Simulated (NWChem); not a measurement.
**Atomisation of C₂H₃ClO₂Si**

SMILES: O=C1C[Si@@H](Cl)O1
```xyz
9

O     -2.4998     1.3112     0.0138
C     -1.4563     0.7486     0.1948
C     -1.1294    -0.6457     0.7818
Si     0.6500    -0.0961     0.5172
Cl     1.7350    -1.0633    -0.9456
O     -0.2019     1.2909    -0.0903
H     -1.4972    -1.4666     0.1343
H     -1.5299    -0.7889     1.8044
H      1.5601     0.2432     1.6480
```
Charge 0, spin multiplicity 1.

All runs are NWChem calculations. The geometry was optimised at PBE/def2-SVP, a minimum by its harmonic frequencies. It is one conformer; others weren't searched.

Basis set: def2-SVP. The atomisation energy is electronic alone: no zero-point, thermal, spin-orbit or counterpoise terms. No value is extrapolated to the basis-set limit. Free atoms are single determinants with multiplicities O 3, C 3, Si 3, Cl 2, H 2. Correlated methods freeze the same cores in atoms and molecule, 14 orbitals in all.

```json
[
 {"method": "CAM-B3LYP", "atomisation energy (kcal/mol)": "905.5", "relative cost": "10"},
 {"method": "MP2", "atomisation energy (kcal/mol)": "878.1", "relative cost": "under 3"},
 {"method": "PBE0", "atomisation energy (kcal/mol)": "911.1", "relative cost": "under 3"},
 {"method": "LC-wPBE (omega 0.3 per bohr)", "atomisation energy (kcal/mol)": "925.4", "relative cost": "10"},
 {"method": "HF", "atomisation energy (kcal/mol)": "632.0", "relative cost": "1"},
 {"method": "B3LYP", "atomisation energy (kcal/mol)": "896.5", "relative cost": "under 3"},
 {"method": "TPSS", "atomisation energy (kcal/mol)": "910.3", "relative cost": "3"},
 {"method": "PBE", "atomisation energy (kcal/mol)": "941.5", "relative cost": "under 3"}
]
```

The values span 309.5 kcal/mol, from HF (lowest) to PBE (highest). Costs are rough ratios of processor time within this set of runs, SCF included, with HF as 1. Costs are the molecule's.

B3LYP has NWChem's definition, with VWN1-RPA local correlation. GW and range-separated runs recompute their integrals, the others keep them in memory, which bears on the times. The structure started from a generated list of species. The stability of the SCF solutions was not checked. Open-shell Hartree-Fock references start from PBE0 orbitals; any time given for them includes that run.
